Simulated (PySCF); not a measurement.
Several molecules and their computed UV-vis stick spectra, shuffled. Level of theory: TDDFT CAM-B3LYP/def2-SVPD, vertical, gas phase, core orbitals frozen in the response in PySCF 2.14.0, density-fitted response routines. Geometries: GFN2-xTB; one conformer of each isolated species. Triplets are in the Tamm–Dancoff approximation.

A. `[H]/N=C\c1cc[n+]([O-])cc1`
B. `C/C=C(/CC)SC`
C. `F[C@H](CF)C`
D. `CC(=O)N(C)[SiH3]`
E. `O=C(Cl)C(F)(F)F`

Lowest singlet levels (six at most, fewer where fewer were computed) with oscillator strengths:

1. 5.91 eV (f 0.000); 6.74 eV (f 0.011); 6.88 eV (f 0.108); 7.23 eV (f 0.019); 7.61 eV (f 0.010); 8.03 eV (f 0.025); T1 5.25 eV
2. 9.08 eV (f 0.010); 9.24 eV (f 0.017); 9.32 eV (f 0.008); 9.41 eV (f 0.014); 10.02 eV (f 0.018); 10.04 eV (f 0.031); T1 8.63 eV
3. 5.09 eV (f 0.000); 6.02 eV (f 0.005); 6.30 eV (f 0.010); 6.62 eV (f 0.295); 6.79 eV (f 0.012); 6.84 eV (f 0.033); T1 4.24 eV
4. 4.21 eV (f 0.000); 4.33 eV (f 0.214); 4.49 eV (f 0.002); 4.51 eV (f 0.241); 5.77 eV (f 0.000); 5.87 eV (f 0.165); T1 2.30 eV
5. 4.88 eV (f 0.000); 6.35 eV (f 0.000); 6.93 eV (f 0.051); 8.49 eV (f 0.017); 8.53 eV (f 0.001); 9.11 eV (f 0.334); T1 4.30 eV

Question: Match each spectrum to its molecule.

Answer: 1 = D, 2 = C, 3 = B, 4 = A, 5 = E.
- A: S1 at 4.21 eV, HOMO-1→LUMO (87%); Löwdin shares by element: HOMO oxygen 41%, carbon 21% or more, nitrogen 12% or more (atoms not listed hold the other 27%); LUMO nitrogen 30%, carbon 14% or more, oxygen 14% (atoms not listed hold the other 43%); HOMO -7.93 and LUMO -1.35 eV; point group Cs, 2 of its 6 listed states under f = 0.0005.
- B: S1 at 5.09 eV, HOMO→LUMO (89%); Löwdin shares by element: HOMO sulfur 69%, carbon 16% or more (atoms not listed hold the other 15%); LUMO carbon 45% or more, sulfur 27% (atoms not listed hold the other 28%); HOMO -7.71 and LUMO 1.00 eV.
- C: S1 at 9.08 eV, HOMO→LUMO+1 (68%), HOMO→LUMO+3 (11%), HOMO→LUMO (8%); Löwdin shares by element: HOMO carbon 39% or more, fluorine 39% (atoms not listed hold the other 22%); LUMO carbon 51%, hydrogen 8% or more (atoms not listed hold the other 42%); HOMO -10.90 and LUMO 1.42 eV.
- D: S1 at 5.91 eV, HOMO-1→LUMO+1 (92%); S1 has the pattern of n→π* at C=O; HOMO -8.85 and LUMO 0.92 eV; point group Cs, 1 of its 6 listed states under f = 0.0005.
- E: S1 at 4.88 eV, HOMO→LUMO (97%); S1 has the pattern of n→π* at C=O; HOMO -11.20 and LUMO -1.35 eV; point group Cs, 2 of its 6 listed states under f = 0.0005.
